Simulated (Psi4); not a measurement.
Input for Psi4: SAPT0/aug-cc-pVDZ on C2H10GeO (a complex), monomers drawn apart or pushed together.

```
memory 1800 MB

molecule dimer {
0 1
Ge    0.27547518    0.00490883    0.66784385
H    -0.18959325   -1.42929282    0.94692738
H    -0.71870537    1.01108193    1.26634658
H     0.31993744    0.22169733   -0.85822817
H     1.67846245    0.24257032    1.23903619
--
0 1
C     0.30744811    0.87350448    5.58796035
O    -0.07877372   -0.36554805    5.03408509
C    -1.42318739   -0.68916656    5.31509661
H     0.21706989    0.86610477    6.68150465
H    -0.30326757    1.69497216    5.19181422
H     1.34820923    1.04096689    5.31620664
H    -1.59544005   -0.77048488    6.39573818
H    -1.63141247   -1.64943745    4.84641789
H    -2.10847514    0.06498937    4.90718708
units angstrom
symmetry c1
no_reorient
no_com
}

set {
  basis aug-cc-pVDZ
  scf_type df
  freeze_core true
}

energy('sapt0')
```

Output:

```
[...]
==> Input File <==

--------------------------------------------------------------------------
memory 1800 MB

molecule dimer {
0 1
Ge    0.27547518    0.00490883    0.66784385
H    -0.18959325   -1.42929282    0.94692738
H    -0.71870537    1.01108193    1.26634658
H     0.31993744    0.22169733   -0.85822817
H     1.67846245    0.24257032    1.23903619
--
0 1
C     0.30744811    0.87350448    5.58796035
O    -0.07877372   -0.36554805    5.03408509
C    -1.42318739   -0.68916656    5.31509661
H     0.21706989    0.86610477    6.68150465
H    -0.30326757    1.69497216    5.19181422
H     1.34820923    1.04096689    5.31620664
H    -1.59544005   -0.77048488    6.39573818
H    -1.63141247   -1.64943745    4.84641789
H    -2.10847514    0.06498937    4.90718708
units angstrom
symmetry c1
no_reorient
no_com
}

set {
  basis aug-cc-pVDZ
  scf_type df
  freeze_core true
}

energy('sapt0')
--------------------------------------------------------------------------


   => Loading Basis Set <=

    Name: AUG-CC-PVDZ
    Role: ORBITAL
    Keyword: BASIS
    atoms 1         entry GE         line  2999 file aug-cc-pvdz.gbs
    atoms 2-5, 9-14 entry H          line    40 file aug-cc-pvdz.gbs
    atoms 6, 8      entry C          line   182 file aug-cc-pvdz.gbs
    atoms 7         entry O          line   254 file aug-cc-pvdz.gbs

   => Loading Basis Set <=

    Name: AUG-CC-PVDZ
    Role: ORBITAL
    Keyword: BASIS
    atoms 1         entry GE         line  2999 file aug-cc-pvdz.gbs
    atoms 2-5, 9-14 entry H          line    40 file aug-cc-pvdz.gbs
    atoms 6, 8      entry C          line   182 file aug-cc-pvdz.gbs
    atoms 7         entry O          line   254 file aug-cc-pvdz.gbs


  //>>>>>>>>>>>>>>>>>>>>>>>>>>>>>>>>>>>//
  //              Dimer HF             //
  //<<<<<<<<<<<<<<<<<<<<<<<<<<<<<<<<<<<//

   => Libint2 <=

    Primary   basis highest AM E, G, H:  7, 6, 3
    Auxiliary basis highest AM E, G, H:  7, 7, 4
    Onebody   basis highest AM E, G, H:  -, -, -
    Solid Harmonics ordering:            Gaussian


   => Loading Basis Set <=

    Name: AUG-CC-PVDZ
    Role: ORBITAL
    Keyword: BASIS
    atoms 1         entry GE         line  2999 file aug-cc-pvdz.gbs
    atoms 2-5, 9-14 entry H          line    40 file aug-cc-pvdz.gbs
    atoms 6, 8      entry C          line   182 file aug-cc-pvdz.gbs
    atoms 7         entry O          line   254 file aug-cc-pvdz.gbs


         ---------------------------------------------------------
                                   SCF
               by Justin Turney, Rob Parrish, Andy Simmonett
                          and Daniel G. A. Smith
                              RHF Reference
                        1 Threads,   1716 MiB Core
         ---------------------------------------------------------

  ==> Geometry <==

    Molecular point group: c1
    Full point group: C1

    Geometry (in Angstrom), charge = 0, multiplicity = 1:

       Center              X                  Y                   Z               Mass
    ------------   -----------------  -----------------  -----------------  -----------------
         GE           0.275475180000     0.004908830000     0.667843850000    73.921177761000
         H           -0.189593250000    -1.429292820000     0.946927380000     1.007825032230
         H           -0.718705370000     1.011081930000     1.266346580000     1.007825032230
         H            0.319937440000     0.221697330000    -0.858228170000     1.007825032230
         H            1.678462450000     0.242570320000     1.239036190000     1.007825032230
         C            0.307448110000     0.873504480000     5.587960350000    12.000000000000
         O           -0.078773720000    -0.365548050000     5.034085090000    15.994914619570
         C           -1.423187390000    -0.689166560000     5.315096610000    12.000000000000
         H            0.217069890000     0.866104770000     6.681504650000     1.007825032230
         H           -0.303267570000     1.694972160000     5.191814220000     1.007825032230
         H            1.348209230000     1.040966890000     5.316206640000     1.007825032230
         H           -1.595440050000    -0.770484880000     6.395738180000     1.007825032230
         H           -1.631412470000    -1.649437450000     4.846417890000     1.007825032230
         H           -2.108475140000     0.064989370000     4.907187080000     1.007825032230

  Running in c1 symmetry.

  Rotational constants: A =      0.24359  B =      0.01234  C =      0.01198 [cm^-1]
  Rotational constants: A =   7302.74985  B =    370.05520  C =    359.02556 [MHz]
  Nuclear repulsion =  231.383113662416804

  Charge       = 0
  Multiplicity = 1
  Electrons    = 62
  Nalpha       = 31
  Nbeta        = 31

  ==> Algorithm <==

  SCF Algorithm Type is DF.
  DIIS enabled.
  MOM disabled.
  Fractional occupation disabled.
  Guess Type is SAD.
  Energy threshold   = 1.00e-08
  Density threshold  = 1.00e-08
  Integral threshold = 1.00e-12


[...]
91A     33.143203   192A    109.436653   193A    109.452180
     194A    109.457802   195A    580.978053

    Final Occupation by Irrep:
              A
    DOCC [    13 ]
    NA   [    13 ]
    NB   [    13 ]

  @DF-RHF Final Energy:  -154.08675223185816

   => Energetics <=

    Nuclear Repulsion Energy =             83.8878395095959917
    One-Electron Energy =                -375.4165171738753770
    Two-Electron Energy =                 137.4419254324212147
    Total Energy =                       -154.0867522318581564

Computation Completed


Properties will be evaluated at   0.000000,   0.000000,   0.000000 [a0]

Properties computed using the SCF density matrix


 Multipole Moments:

 ------------------------------------------------------------------------------------
     Multipole            Electronic (a.u.)      Nuclear  (a.u.)        Total (a.u.)
 ------------------------------------------------------------------------------------

 L = 1.  Multiply by 2.5417464519 to convert [e a0] to [Debye]
 Dipole X            :         21.1894172          -21.5389879           -0.3495707
 Dipole Y            :          1.4137634           -1.0794985            0.3342649
 Dipole Z            :       -262.4252389          262.7284175            0.3031786
 Magnitude           :                                                    0.5708327

 ------------------------------------------------------------------------------------

  Constructing Basis Sets for SAPT...

   => Loading Basis Set <=

    Name: (AUG-CC-PVDZ AUX)
    Role: RIFIT
    Keyword: DF_BASIS_SAPT
    atoms 1         entry GE         line   760 file aug-cc-pvdz-ri.gbs
    atoms 2-5, 9-14 entry H          line    30 file aug-cc-pvdz-ri.gbs
    atoms 6, 8      entry C          line   112 file aug-cc-pvdz-ri.gbs
    atoms 7         entry O          line   204 file aug-cc-pvdz-ri.gbs

   => Loading Basis Set <=

    Name: (AUG-CC-PVDZ AUX)
    Role: JKFIT
    Keyword: DF_BASIS_ELST
    atoms 1         entry GE         line  1047 file aug-cc-pvdz-jkfit.gbs
    atoms 2-5, 9-14 entry H          line    70 file aug-cc-pvdz-jkfit.gbs
    atoms 6, 8      entry C          line   154 file aug-cc-pvdz-jkfit.gbs
    atoms 7         entry O          line   270 file aug-cc-pvdz-jkfit.gbs


  //>>>>>>>>>>>>>>>>>>>>>>>>>>>>>>>>>>>//
  //               SAPT0               //
  //<<<<<<<<<<<<<<<<<<<<<<<<<<<<<<<<<<<//



        SAPT0
    Ed Hohenstein
     6 June 2009

      Orbital Information
  --------------------------
    NSO        =       195
    NMO        =       195
    NRI        =       576
    NRI (Elst) =       772
    NOCC A     =        18
    NOCC B     =        13
    FOCC A     =         9
    FOCC B     =         3
    NVIR A     =       177
    NVIR B     =       182

    Elst10,r            =    -0.000513643315 [Eh]
    Exch10              =     0.000116189270 [Eh]
    Exch10 (S^2)        =     0.000116179336 [Eh]

    Maxiter = 50
    CPHF R converge = 1.000000E-08

    Iter     Energy [mEh]          dE [mEh]         Residual      Time [s]
       1      -0.06254020       0.062540201     1.054714e-03             0
       2      -0.07096900       0.008428797     2.141857e-04             0
       3      -0.07184766       0.000878667     4.955704e-05             0
       4      -0.07175660      -0.000091070     9.988352e-06             1
       5      -0.07171601      -0.000040580     1.395287e-06             1
       6      -0.07172353       0.000007514     1.999462e-07             1
       7      -0.07172295      -0.000000579     3.712493e-08             1
       8      -0.07172301       0.000000065     5.147578e-09             2

    CHF Iterations converged

    Maxiter = 50
    CPHF R converge = 1.000000E-08

    Iter     Energy [mEh]          dE [mEh]         Residual      Time [s]
       1      -0.02115123       0.021151231     5.830125e-04             0
       2      -0.02451860       0.003367371     2.798820e-04             0
       3      -0.02500200       0.000483398     6.965709e-05             0
       4      -0.02489689      -0.000105115     2.029524e-05             1
       5      -0.02487266      -0.000024221     3.776373e-06             1
       6      -0.02488038       0.000007715     8.521907e-07             1
       7      -0.02488013      -0.000000249     2.709391e-07             1
       8      -0.02487982      -0.000000315     5.963099e-08             1
       9      -0.02487986       0.000000048     1.339180e-08             2
      10      -0.02487987       0.000000004     3.047521e-09             2

    CHF Iterations converged

    Ind20,r (A<-B)      =    -0.000071723014 [Eh]
    Ind20,r (B<-A)      =    -0.000024879868 [Eh]
    Ind20,r             =    -0.000096602882 [Eh]
    Exch-Ind20,r (A<-B) =     0.000012752941 [Eh]
    Exch-Ind20,r (B<-A) =     0.000018610538 [Eh]
    Exch-Ind20,r        =     0.000031363479 [Eh]
    Disp20              =    -0.000905903237 [Eh]
    Disp20 (SS)         =    -0.000452951619 [Eh]
    Disp20 (OS)         =    -0.000452951619 [Eh]
    Exch-Disp20         =     0.000018539591 [Eh]
    Exch-Disp20 (SS)    =     0.000012756714 [Eh]
    Exch-Disp20 (OS)    =     0.000005782877 [Eh]

    SAPT Results
  --------------------------------------------------------------------------------------------------------
    Electrostatics                 -0.51364331 [mEh]      -0.32231605 [kcal/mol]      -1.34857034 [kJ/mol]
      Elst10,r                     -0.51364331 [mEh]      -0.32231605 [kcal/mol]      -1.34857034 [kJ/mol]

    Exchange                        0.11618927 [mEh]       0.07290987 [kcal/mol]       0.30505489 [kJ/mol]
      Exch10                        0.11618927 [mEh]       0.07290987 [kcal/mol]       0.30505489 [kJ/mol]
      Exch10(S^2)                   0.11617934 [mEh]       0.07290363 [kcal/mol]       0.30502881 [kJ/mol]

    Induction                      -0.07380530 [mEh]      -0.04631353 [kcal/mol]      -0.19377579 [kJ/mol]
      Ind20,r                      -0.09660288 [mEh]      -0.06061922 [kcal/mol]      -0.25363083 [kJ/mol]
      Exch-Ind20,r                  0.03136348 [mEh]       0.01968088 [kcal/mol]       0.08234480 [kJ/mol]
      delta HF,r (2)               -0.00856590 [mEh]      -0.00537518 [kcal/mol]      -0.02248976 [kJ/mol]

    Dispersion                     -0.88736365 [mEh]      -0.55682909 [kcal/mol]      -2.32977293 [kJ/mol]
      Disp20                       -0.90590324 [mEh]      -0.56846286 [kcal/mol]      -2.37844862 [kJ/mol]
      Exch-Disp20                   0.01853959 [mEh]       0.01163377 [kcal/mol]       0.04867569 [kJ/mol]
      Disp20 (SS)                  -0.45295162 [mEh]      -0.28423143 [kcal/mol]      -1.18922431 [kJ/mol]
      Disp20 (OS)                  -0.45295162 [mEh]      -0.28423143 [kcal/mol]      -1.18922431 [kJ/mol]
      Exch-Disp20 (SS)              0.01275671 [mEh]       0.00800496 [kcal/mol]       0.03349275 [kJ/mol]
      Exch-Disp20 (OS)              0.00578288 [mEh]       0.00362881 [kcal/mol]       0.01518294 [kJ/mol]

  Total HF                         -0.47125934 [mEh]      -0.29571970 [kcal/mol]      -1.23729124 [kJ/mol]
  Total SAPT0                      -1.35862299 [mEh]      -0.85254880 [kcal/mol]      -3.56706417 [kJ/mol]

  Special recipe for scaled SAPT0 (see Manual):
    Electrostatics sSAPT0          -0.51364331 [mEh]      -0.32231605 [kcal/mol]      -1.34857034 [kJ/mol]
    Exchange sSAPT0                 0.11618927 [mEh]       0.07290987 [kcal/mol]       0.30505489 [kJ/mol]
    Induction sSAPT0               -0.07379725 [mEh]      -0.04630848 [kcal/mol]      -0.19375467 [kJ/mol]
    Dispersion sSAPT0              -0.88735889 [mEh]      -0.55682611 [kcal/mol]      -2.32976044 [kJ/mol]
  Total sSAPT0                     -1.35861019 [mEh]      -0.85254076 [kcal/mol]      -3.56703056 [kJ/mol]
  --------------------------------------------------------------------------------------------------------



*** Psi4 exiting successfully. Buy a developer a beer!
```

The run finished.

Cost: about 50 core-seconds (a rough figure).
